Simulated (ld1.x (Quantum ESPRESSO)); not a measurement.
**Logarithmic derivatives: thallium, TM**

- Element: thallium
- Generator: ld1.x (Quantum ESPRESSO) 7.5
- Type: norm-conserving Troullier–Martins (Kleinman–Bylander form)
- Functional: PBE
- Relativity: scalar-relativistic
- Frozen core: [Xe] 4f14
- Valence charge: 13
- Reference configuration: 5d10 6s1 6p0 (charge +2)
- Partial waves: 6p (bound, empty): rc 2.05 bohr; 5d (bound): rc 1.30 bohr; 6s (bound): rc 1.75 bohr
- Local potential: the s channel
- Core correction: none

The phase is arctan(r·u′/u) with u = r·R(r), unwrapped; energies in Ry, scanned from -4 to 5 Ry. A pole is an energy at which the radial function vanishes at the test radius. The pseudo phase is shifted by a multiple of π to meet the all-electron one at the reference energy, and phase errors are pseudo minus all-electron; the curves can meet again beyond the range given. Levels narrower than the energy grid can be missing from the lists of poles.

| channel | radius (bohr) | reference energy (Ry) | poles, all-electron | poles, pseudo | unbroken range about the reference energy with phases within 0.05 rad | phase error 1 Ry above the reference energy (rad) |
| --- | --- | --- | --- | --- | --- | --- |
| s | 2.25 | -1.86 | 1.04 | 0.67 | below 1.3 | -0.009 |
| p | 2.25 | -1.18 | 3.37 | 2.55 | below 2.5 | -0.033 |
| d | 2.25 | -2.44 | -1.98 | -1.97 | below 0.3 | +0.008 |

Phases in the p channel:

| E (Ry) | all-electron | pseudo |
| --- | --- | --- |
| -4.00 | 1.283 | 1.270 |
| -3.52 | 1.248 | 1.236 |
| -3.04 | 1.201 | 1.191 |
| -2.56 | 1.134 | 1.125 |
| -2.08 | 1.028 | 1.022 |
| -1.60 | 0.843 | 0.841 |
| -1.12 | 0.475 | 0.475 |
| -0.64 | -0.190 | -0.204 |
| -0.16 | -0.803 | -0.837 |
| 0.32 | -1.123 | -1.161 |
| 0.80 | -1.288 | -1.327 |
| 1.28 | -1.385 | -1.425 |
| 1.76 | -1.449 | -1.492 |
| 2.24 | -1.496 | -1.543 |
| 2.72 | -1.532 | -1.585 |
| 3.20 | -1.561 | -1.622 |
| 3.68 | -1.587 | -1.658 |
| 4.16 | -1.611 | -1.696 |
| 4.64 | -1.633 | -1.740 |
